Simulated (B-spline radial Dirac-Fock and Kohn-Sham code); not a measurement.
# Satellites and hypersatellites of the K lines of Tb³⁺

System: Tb³⁺, [Xe] 4f7 6s1 (not the ground configuration).

Method: multi-electron Dirac-Fock with separately optimised hole states, Breit and Lamb-shift corrections added in first order. Computed with a radial finite-basis atomic code. Each two-hole energy is an average over J within one jj subconfiguration, not an observable level; in light atoms, where LS coupling holds, the j-resolved values are not observed lines, and for a K spectator the Kα1 hypersatellite is nearly forbidden. No correlation.

Lines without a spectator: Kα2 (K-L2) 43740.3 eV, Kα1 (K-L3) 44478.1 eV, Kβ3 (K-M2) 50222.7 eV, Kβ1 (K-M3) 50377.4 eV. Shifts in eV with one spectator hole (a dash: not computed, or left out as unreliable):

```tsv
spectator hole	Kα2	Kα1	Kβ3	Kβ1
K (1s)	+813.3	+859.4	+1047.8	+1058.3
L2 (2p1/2)	+98.4	+128.9	–	+256.5
L3 (2p3/2)	+82.8	+87.4	+207.0	–
M2 (3p1/2)	–	+18.62	+38.4	+45.7
M3 (3p3/2)	+11.49	–	+35.2	+35.1
M4 (3d3/2)	+3.49	+0.12	–	–
M5 (3d5/2)	-1.13	+2.05	–	–
```
